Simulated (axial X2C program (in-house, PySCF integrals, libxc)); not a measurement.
**Spectroscopic constants of TeC⁻**

All values were computed with an axial X2C code built on PySCF integrals. Spin-free means the one-electron spin-free X2C Hamiltonian; two-component (2c) means X2C with spin–orbit coupling and atomic mean-field two-electron Coulomb and Gaunt terms, so the difference of the two also holds small scalar two-electron terms. Basis: Te dyall-acv3z [12s13p9d5f1g], C dyall-av3z [8s7p3d2f] (cores contracted in-house); Gaussian nuclei, density fitting, unrestricted open shells. Masses: Te 129.906 u, C 12.000 u.

The run was started with this input:
```json
{"zs": [52, 6], "q": -1, "bas": ["dyall-acv3z", "dyall-av3z"], "levels": ["PBE0", "HF", "BP86"], "cc": true, "r0": 1.95, "thr": -1.0, "nmax": 90, "npts": 10, "nst": 2, "ntry": 6}
```
```bash
python so2c.py task.json out
```

Keys: zs atomic numbers; q charge; bas basis sets; levels methods; cc coupled cluster on or off; r0 starting distance in Å; thr threshold in hartree for freezing inner shells (an s shell follows its p shell); nmax most natural virtual spinors; npts points on the curve; nst determinants followed; ntry starts of the search. HF also brings MP2.

State, spin-free: M_S = 1/2, Λ = 1 (beyond evenly filled blocks: π+α); electrons by block: σα: 13, σβ: 13, π+α: 7, π+β: 6, π-α: 6, π-β: 6, δ+α: 2, δ+β: 2, δ-α: 2, δ-β: 2. Fragments: Te- + C.

State, 2c: Ω = 1/2 (⟨Sz⟩ = -0.50, ⟨Lz⟩ = 1.00 at PBE0); electrons by block: 1/2: 20, -1/2: 19, 3/2: 8, -3/2: 8, 5/2: 2, -5/2: 2. Fragments: Te- + C.

```
Hamiltonian    level  Re (Å)  ωe (cm⁻¹)  ωexe (cm⁻¹)  Be (cm⁻¹)  αe (cm⁻¹)  De (eV)  k (mdyn/Å)  μ (D)
  spin-free     PBE0   1.993      689.8         3.54     0.3863    0.00279     3.73        3.08  -3.90
  spin-free       HF   2.018      679.1          n/a     0.3768    0.00258     1.39        2.99  -3.31
  spin-free      MP2   1.990      699.6          n/a     0.3876    0.00233     3.58        3.17    n/a
  spin-free     CCSD   2.004      684.5         3.17     0.3822    0.00279     3.31        3.03    n/a
  spin-free  CCSD(T)   2.010      672.2         3.08     0.3798    0.00286     3.58        2.92    n/a
  spin-free     BP86   2.014      652.8         3.52     0.3785    0.00287     4.12        2.76  -3.96
         2c     PBE0   1.998      679.7         3.79     0.3843    0.00288     3.65        2.99  -4.07
         2c     BP86   2.019      644.3         3.67     0.3764    0.00293     4.02        2.69  -4.12
```

Correlated methods: 11 electrons correlated (number of frozen shells: Te 4 s, 3 p, 2 d; C 1 s), 281 virtual spin orbitals or spinors in MP2, 90 natural virtuals in coupled cluster.

Dipoles are positive if C is the positive end and refer to the centre of mass.

One determinant describes the state; a PBE0 search over occupations chose it and may have missed a lower one. Dissociation energies refer to the lowest single-determinant-based atoms at the same level and basis. Density functionals use the spin component along the axis (collinear). Coupled cluster ran in a truncated set of natural virtual spinors; the MP2 energy of the rest was added. (T) has no such correction and the atoms are truncated less, which lowers De at CCSD(T) by a hundredth of an eV or more. A 2c atom that is not at its ground J level misses part of its spin–orbit lowering, and De is too large by that part (0.04 eV or less for light atoms). This holds for PBE0, BP86. The functionals have no current-density term, which raises determinants with orbital currents, atoms included. The highest occupied level of some functionals is positive through self-interaction error; at Hartree–Fock it is bound. The determinant is spin-polarised beyond a pure state at some levels (its spin-free form has ⟨S²⟩ too high), which makes Re and μ there less reliable. The T1 diagnostic is large, a sign of multireference character. With the outer-core shells frozen, correlated bond lengths of heavy atoms tend to come out a few hundredths of an ångström too long. Hartree–Fock gets electron affinities wrong, so its lowest charge split need not be the true one.

No reliable constants came from CCSD (2c), CCSD(T) (2c), HF (2c), MP2 (2c): no minimum in range, unconverged points, a curve that is not smooth, a change of character along it, or the two Hamiltonians disagreeing along it.

Rough cost a point (2c) on 1 thread(s) of a shared host, integrals apart: PBE0 0.8 s, BP86 0.4 s.

The whole task took 2.9 min on 1 thread of Arm Neoverse V2, with other jobs on the host.
